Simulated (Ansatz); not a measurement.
Start from `C#[C][Hf]([OH])([OH])[F]` and change one atom or group to get `[OH][Hf]([OH])([OH])[F]`.

Ansatz, PBE0-D4/def2-TZVP geometries, multiplicity 1. Each molecule was computed in one conformer, which needn't be the lowest.

Elements past krypton have def2 core potentials.

```
                                          property  `C#[C][Hf]([OH])([OH])[F]`
               HOMO energy (B3LYP/def2-TZVPP) / eV                       -7.70
           HOMO–LUMO gap (ωB97M-V/def2-TZVPP) / eV                       11.19
size of the dipole moment (ωB97M-V/def2-TZVPP) / D                        2.91
                 HOMO energy (PBE/def2-TZVPP) / eV                       -6.73
             HOMO–LUMO gap (B3LYP/def2-TZVPP) / eV                        6.67
                LUMO energy (PBE0/def2-TZVPP) / eV                       -0.80
```

Question: Give the same properties after the change, and the shifts. (Estimate.)

Answer: Ansatz gave: 
| property | `[OH][Hf]([OH])([OH])[F]` | shift |
| --- | --- | --- |
| HOMO energy (B3LYP/def2-TZVPP) / eV | -8.72 | -1.02 |
| HOMO–LUMO gap (ωB97M-V/def2-TZVPP) / eV | 12.41 | 1.22 |
| size of the dipole moment (ωB97M-V/def2-TZVPP) / D | 3.05 | 0.14 |
| HOMO energy (PBE/def2-TZVPP) / eV | -7.28 | -0.55 |
| HOMO–LUMO gap (B3LYP/def2-TZVPP) / eV | 8.22 | 1.55 |
| LUMO energy (PBE0/def2-TZVPP) / eV | -0.16 | 0.64 |

With PBE0 the HOMO falls by 1.03 eV and the LUMO rises by 0.64 eV, so the gap widens by about 1.67 eV. PBE moves the HOMO by -0.55 eV and ωB97M-V by -1.24 eV. The zero-point energy changes by -16.4 kJ/mol with -3 modes. Dipoles are sizes alone; their direction can turn.

B3LYP here is the variant with VWN-RPA as its local correlation; programs differ in this.
